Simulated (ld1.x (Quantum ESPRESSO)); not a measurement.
PBEsol ultrasoft dataset for tungsten, fully relativistic all-electron reference.

tungsten, ultrasoft, made with ld1.x (Quantum ESPRESSO) 7.5 (PBEsol, fully relativistic). Core [Xe] 4f14, reference 5d4 6s1 6p0 (charge +1). Waves: 6s (bound): rcut 2.40, rcutus 3.00 bohr; 6s channel at 0.4 Ry: rcut 2.40, rcutus 3.00 bohr; 6p (bound, empty): rcut 2.00, rcutus 2.75 bohr; 6p channel at 0.35 Ry: rcut 2.00, rcutus 2.75 bohr; 5d (bound): rcut 1.30, rcutus 1.75 bohr; 5d channel at -0.5 Ry: rcut 1.30, rcutus 1.75 bohr; 5f channel at -0.05 Ry: rcut 1.75, rcutus 2.30 bohr; 5f channel at 2.15 Ry: rcut 1.75, rcutus 2.30 bohr. Local part: all-electron potential smoothed inside 2.30 bohr (lloc = -1). Core correction: a·sin(br)/r model core, default radius (core density twice the valence density). Augmentation charge: PSQ, inside the norm-conserving radii.

Open shells are filled in proportion to 2j + 1 (rel_dist='average').

All-electron outer shells of the reference configuration (PBEsol, scalar-relativistic, ld1.x):

| shell | level (eV) | outermost node (bohr) | outermost maximum (bohr) |
| --- | --- | --- | --- |
| 4f | -40.74 | – | 0.43 |
| 6s | -12.22 | 1.28 | 2.58 |
| 5d | -11.77 | 0.63 | 1.49 |
| 6p | -6.78 | 1.52 | 3.31 |

Task: Does the generator finish with these settings?

Result: No. ld1.x (Quantum ESPRESSO) 7.5 stopped with "compute_chi: n is too large": near the origin the numerical χ = (ε − T − V_loc)φ did not join its small-r series within 0.05 bohr.
